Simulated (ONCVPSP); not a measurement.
## cadmium (Cd): ONCV pseudisation with BLYP, scalar-relativistic reference atom.

Input for ONCVPSP 4.0.1:

```
# ATOM AND REFERENCE CONFIGURATION
# atsym  z   nc   nv     iexc    psfile
  Cd 48.00    6    4  -106131      upf
#
#   n    l    f
    1    0    2.00
    2    0    2.00
    2    1    6.00
    3    0    2.00
    3    1    6.00
    3    2   10.00
    4    0    2.00
    4    1    6.00
    4    2   10.00
    5    0    2.00
#
# PSEUDOPOTENTIAL AND OPTIMIZATION
# lmax
    2
#
#   l,   rc,      ep,       ncon, nbas, qcut
    0    1.35    0.00    5    9    9.70
    1    1.15    0.00    4    9    9.80
    2    1.70    0.00    4    8    9.70
#
# LOCAL POTENTIAL
# lloc, lpopt,  rc(5),   dvloc0
    4    5    0.90    0.00
#
# VANDERBILT-KLEINMAN-BYLANDER PROJECTORs
# l, nproj, debl
    0    2    1.50
    1    2    1.90
    2    2    1.70
#
# MODEL CORE CHARGE
# icmod, fcfact, rcfact
    1    0.30    0.00
#
# LOG DERIVATIVE ANALYSIS
# epsh1, epsh2, depsh
   -5.00    5.00    0.04
#
# OUTPUT GRID
# rlmax, drl
    6.00    0.01
#
# TEST CONFIGURATIONS
# ncnf
    4
# nvcnf
#   n    l    f
    4
    4    0    2.00
    4    1    6.00
    4    2   10.00
    5    0    1.00
#
    4
    4    0    2.00
    4    1    6.00
    4    2   10.00
    5    0    0.00
#
    4
    4    0    2.00
    4    1    6.00
    4    2    9.00
    5    0    0.00
#
    4
    4    0    2.00
    4    1    6.00
    4    2    9.00
    5    0    2.00
#
```

Command:

```bash
oncvpsp.x < Cd.dat > Cd.out
```

Resulting log (shortened: citation, most of the input echo, consistency checks and plot data are left out):

```
ONCVPSP  (Optimized Norm-Conservinng Vanderbilt PSeudopotential)
scalar-relativistic version 4.0.1

#   n    l    f        energy (Ha)
    1    0    2.00    -9.7496222E+02
    2    0    2.00    -1.4474223E+02
    2    1    6.00    -1.2988708E+02
    3    0    2.00    -2.6963603E+01
    3    1    6.00    -2.2091888E+01
    3    2   10.00    -1.4464265E+01
    4    0    2.00    -3.8859950E+00
    4    1    6.00    -2.4540928E+00
    4    2   10.00    -4.2505550E-01
    5    0    2.00    -2.0764301E-01

Reference configufation results
  iterations    24
  all-electron total energy (Ha)   -5.59525198D+03

Begin loop to  construct optimized pseudo wave functions
and semi-local pseudopoentials for all angular momenta

Calculating optimized projector #   1

 for l=   0

    Fraction of norm inside rc  0.928951
    Optimizing pswf for qcut=   9.71 a_B^-1,  ecut=  47.11 Ha
    Residual kinetic energy error=  2.24D-05 Ha

    Energy error per electron        Cutoff
         Ha          eV             Ha
         0.01000     0.27211       30.62
         0.00100     0.02721       37.60
         0.00010     0.00272       43.14
         0.00001     0.00027       78.08

Calculating optimized projector #   2

 for l=   0

    Fraction of norm inside rc  0.041474
    Optimizing pswf for qcut=   9.71 a_B^-1,  ecut=  47.11 Ha
    Residual kinetic energy error=  6.11D-06 Ha

    Energy error per electron        Cutoff
         Ha          eV             Ha
         0.01000     0.27211       23.62
         0.00100     0.02721       33.09
         0.00010     0.00272       40.18
         0.00001     0.00027       46.11

WARNING wellstate: negative energy specified for n= 5 l=  1
WARNING scattering state with energy  0.25000000
WARNING will be used for the first projector

   Wellstate for l =  1  n =  5
     eigenvalue =   0.2500
     asymptotic potential =   0.7500
     half-point radius =  3.3613

Calculating optimized projector #   1

 for l=   1

    Fraction of norm inside rc  0.746421
    Optimizing pswf for qcut=   9.78 a_B^-1,  ecut=  47.85 Ha
    Residual kinetic energy error=  1.04D-04 Ha

    Energy error per electron        Cutoff
         Ha          eV             Ha
         0.01000     0.27211       28.47
         0.00100     0.02721       39.34
         0.00010     0.00272       48.83
         0.00001     0.00027      190.67

Calculating optimized projector #   2

 for l=   1

    Fraction of norm inside rc  0.051037
    Optimizing pswf for qcut=   9.78 a_B^-1,  ecut=  47.85 Ha
    Residual kinetic energy error=  2.85D-05 Ha

    Energy error per electron        Cutoff
         Ha          eV             Ha
         0.01000     0.27211       13.20
         0.00100     0.02721       33.57
         0.00010     0.00272       43.40
         0.00001     0.00027       63.64

   Wellstate for l =  2  n =  6
     eigenvalue =   1.2749
     asymptotic potential =   1.7749
     half-point radius =  4.8306

Calculating optimized projector #   1

 for l=   2

    Fraction of norm inside rc  0.800770
    Optimizing pswf for qcut=   9.70 a_B^-1,  ecut=  47.05 Ha
    Residual kinetic energy error=  1.38D-07 Ha

    Energy error per electron        Cutoff
         Ha          eV             Ha
         0.01000     0.27211       25.36
         0.00100     0.02721       31.75
         0.00010     0.00272       36.75
         0.00001     0.00027       41.02

Calculating optimized projector #   2

 for l=   2

    Fraction of norm inside rc  0.065124
    Optimizing pswf for qcut=   9.70 a_B^-1,  ecut=  47.05 Ha
    Residual kinetic energy error=  1.29D-07 Ha

    Energy error per electron        Cutoff
         Ha          eV             Ha
         0.01000     0.27211       21.68
         0.00100     0.02721       29.27
         0.00010     0.00272       35.31
         0.00001     0.00027       40.25

Construct Vanderbilt / Kleinmman-Bylander projectors

B matrix Hermiticity error, ll=   0
   1   2    4.9790E-04

  Orthonormal projector coefficients  2.2494E+01  2.6125E+00

B matrix Hermiticity error, ll=   1
   1   2    4.0671E-04

  Orthonormal projector coefficients  1.5024E+01  2.3601E+00

B matrix Hermiticity error, ll=   2
   1   2   -1.6729E-04

  Orthonormal projector coefficients  4.8831E+00 -3.8417E+00

Model core correction analysis
  based on d2Exc/dn_idn_j

d2excae - all-electron derivatives

   -3.311610D-02   -2.990680D-02   -1.980663D-02   -1.633963D-03
   -2.990953D-02   -2.808899D-02   -2.001085D-02   -1.643077D-03
   -1.982914D-02   -2.004162D-02   -1.702411D-02   -1.826708D-03
   -1.669547D-03   -1.704622D-03   -1.935083D-03   -6.386365D-04

d2excps - pseudofunction derivatives with no core correction

   -3.833685D-02   -3.389945D-02   -2.150916D-02   -2.136789D-03
   -3.390240D-02   -3.100791D-02   -2.141924D-02   -2.028922D-03
   -2.153182D-02   -2.145004D-02   -1.803321D-02   -1.944603D-03
   -2.172410D-03   -2.090470D-03   -2.052960D-03   -6.817074D-04

rms 2nd derivative error    2.225940E-03

Polynomial model core charge

d2excps - pseudofunction derivatives with core correction

   -3.229813D-02   -2.943826D-02   -2.008725D-02   -1.602722D-03
   -2.944098D-02   -2.773270D-02   -2.036967D-02   -1.637146D-03
   -2.010973D-02   -2.040041D-02   -1.766096D-02   -1.823836D-03
   -1.638281D-03   -1.698655D-03   -1.932165D-03   -6.334796D-04

rms 2nd derivative error    3.586143E-04

Pseudoatom total energy -167.406161

Diagnostic tests using Vanderbilt-Kleinman-Bylander pseudopotentials
  1 or more projectors used as specified by nproj input data

   l    rcore       rmatch      e in        delta e   norm test  slope test

   0   1.3506873   1.3916971  -3.8859950   0.0000027   1.0002313   1.0002230
   0   1.3506873   1.3916971  -0.2076430   0.0000079   1.0000642   1.0000531

   1   1.1561317   1.1912344  -2.4540928  -0.0000300   1.0002050   1.0002391
   1   1.1561317   1.1912344   0.2500000   0.0000133   1.0005024   1.0005024

   2   1.7055956   1.7573812  -0.4250555  -0.0000172   1.0001309   1.0001251
   2   1.7055956   1.7573812   1.2749445  -0.0000198   1.0002598   1.0002598

 Testing for bound ghosts
   n   l    E NL Schr. Eq   E Basis Diag.   E Cutoff

   1   0       -3.885992       -3.885991    192.14
   2   0       -0.207635       -0.083220    192.14

   2   1       -2.454123       -2.453932    295.84

   3   2       -0.425073       -0.424496    118.62

 Testing for highly-localized positive-energy ghosts
       l    <radius>/rc     E Basis Diag.   E Cutoff

       0        0.358126        7.921376    192.14  WARNING - GHOST(+)

Test configuration 0

   n   l     f        eae           eps        diff
   1   0  2.0000 -974.96222307
   2   0  2.0000 -144.74223486
   2   1  6.0000 -129.88708443
   3   0  2.0000  -26.96360261
   3   1  6.0000  -22.09188756
   3   2 10.0000  -14.46426519
   4   0  2.0000   -3.88599499   -3.88599226    2.72D-06
   4   1  6.0000   -2.45409278   -2.45412277   -3.00D-05
   4   2 10.0000   -0.42505550   -0.42507265   -1.72D-05
   5   0  2.0000   -0.20764301   -0.20763513    7.88D-06

    Total energies and differences
      AE_ref= -5.59525198D+03  AE_tst= -5.59525198D+03  dif=  0.00D+00
      PS_ref= -1.67406161D+02  PS_tst= -1.67406161D+02  dif= -1.42D-12
      PSP excitation error=  1.42D-12

Test configuration 1

   n   l     f        eae           eps        diff
   1   0  2.0000 -975.28901576
   2   0  2.0000 -145.06563698
   2   1  6.0000 -130.21067341
   3   0  2.0000  -27.28787613
   3   1  6.0000  -22.41615161
   3   2 10.0000  -14.78826128
   4   0  2.0000   -4.21215312   -4.21241043   -2.57D-04
   4   1  6.0000   -2.78070852   -2.78088805   -1.80D-04
   4   2 10.0000   -0.74884665   -0.74890887   -6.22D-05
   5   0  1.0000   -0.48377495   -0.48376602    8.93D-06

    Total energies and differences
      AE_ref= -5.59525198D+03  AE_tst= -5.59490953D+03  dif=  3.42D-01
      PS_ref= -1.67406161D+02  PS_tst= -1.67063657D+02  dif=  3.43D-01
      PSP excitation error= -5.41D-05

Test configuration 2

   n   l     f        eae           eps        diff
   1   0  2.0000 -975.66341818
   2   0  2.0000 -145.43496930
   2   1  6.0000 -130.58029300
   3   0  2.0000  -27.65807111
   3   1  6.0000  -22.78633281
   3   2 10.0000  -15.15809709
   4   0  2.0000   -4.58362944   -4.58431586   -6.86D-04
   4   1  6.0000   -3.15237909   -3.15282085   -4.42D-04
   4   2 10.0000   -1.11532127   -1.11546599   -1.45D-04

    Total energies and differences
      AE_ref= -5.59525198D+03  AE_tst= -5.59427388D+03  dif=  9.78D-01
      PS_ref= -1.67406161D+02  PS_tst= -1.66427897D+02  dif=  9.78D-01
      PSP excitation error= -1.64D-04

Test configuration 3

   n   l     f        eae           eps        diff
   1   0  2.0000 -976.29668850
   2   0  2.0000 -146.07394028
   2   1  6.0000 -131.21896952
   3   0  2.0000  -28.29093515
   3   1  6.0000  -23.41921357
   3   2 10.0000  -15.79203956
   4   0  2.0000   -5.19237044   -5.19261623   -2.46D-04
   4   1  6.0000   -3.75231946   -3.75251669   -1.97D-04
   4   2  9.0000   -1.67923950   -1.67899943    2.40D-04

    Total energies and differences
      AE_ref= -5.59525198D+03  AE_tst= -5.59288119D+03  dif=  2.37D+00
      PS_ref= -1.67406161D+02  PS_tst= -1.65035019D+02  dif=  2.37D+00
      PSP excitation error= -3.50D-04

Test configuration 4

   n   l     f        eae           eps        diff
   1   0  2.0000 -975.48655919
   2   0  2.0000 -145.27443260
   2   1  6.0000 -130.41882279
   3   0  2.0000  -27.49128272
   3   1  6.0000  -22.61958674
   3   2 10.0000  -14.99292999
   4   0  2.0000   -4.39546507   -4.39479061    6.74D-04
   4   1  6.0000   -2.95639762   -2.95602776    3.70D-04
   4   2  9.0000   -0.89625533   -0.89592919    3.26D-04
   5   0  2.0000   -0.53667841   -0.53669483   -1.64D-05

    Total energies and differences
      AE_ref= -5.59525198D+03  AE_tst= -5.59459789D+03  dif=  6.54D-01
      PS_ref= -1.67406161D+02  PS_tst= -1.66752111D+02  dif=  6.54D-01
      PSP excitation error=  3.92D-05
```

The run took about 6.2 s on one core of a shared server CPU.
